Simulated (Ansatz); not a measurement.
`CNB[SiH3]` → `BNC` + `[SiH2]` at 500 K and 1 bar (silylene loss).

Computed with Ansatz on PBE0-D4/def2-TZVP structures; ΔE is electronic, products minus reactants. CCSD(T)/CBS is the MP2 limit (def2-TZVPP, def2-QZVPP) plus CCSD(T) − MP2 in def2-TZVPP, frozen cores. This one scheme is used for every species. One conformer a species, not always the lowest.

| species | CCSD(T)/CBS energy (Eh) | H − E (kJ/mol) | S (J/(mol·K)) |
| --- | --- | --- | --- |
| `CNB[SiH3]` | -411.45901 | 289.9 | 393.8 |
| `BNC` | -121.18426 | 231.8 | 309.7 |
| `[SiH2]` | -290.19011 | 48.0 | 226.5 |

H − E and S are ideal-gas, rigid-rotor, harmonic terms from PBE0-D4/def2-TZVP, for one conformer and one mirror image of each species. 1 Eh = 2625.50 kJ/mol, R = 8.31446 J/(mol·K).

**Question.** By hand: ΔE, ΔH, ΔS and ΔG.

**Answer.** ΔE = (-121.18426) + (-290.19011) − (-411.45901) = 0.08464 Eh = 222.2 kJ/mol. Δ(H − E) = 231.8 + 48.0 − 289.9 = -10.1, so ΔH = 212.1 kJ/mol. ΔS = 309.7 + 226.5 − 393.8 = 142.4 J/(mol·K). ΔG = 212.1 − 500 × (142.4)/1000 = 140.9 kJ/mol.

**Question.** By hand: the equilibrium constant, and the temperature at which ΔG would vanish if ΔH and ΔS stayed fixed.

**Answer.** log₁₀ K = −ΔG/(RT ln 10) = -14.7. ΔG = 0 at ΔH/ΔS = 1489 K.

The number of gas molecules changes by +1, which sets the sign of ΔS. A doubt of 5 kJ/mol in ΔE shifts log₁₀ K by 0.5 here. Other conformers and mirror images would add mixing entropy, several J/(mol·K) or more a flexible species. These are equilibria of isolated gas molecules and say nothing of rates. Largest T1 diagnostic: 0.014 (customary marks: 0.02 for closed shells, 0.045 for open ones).
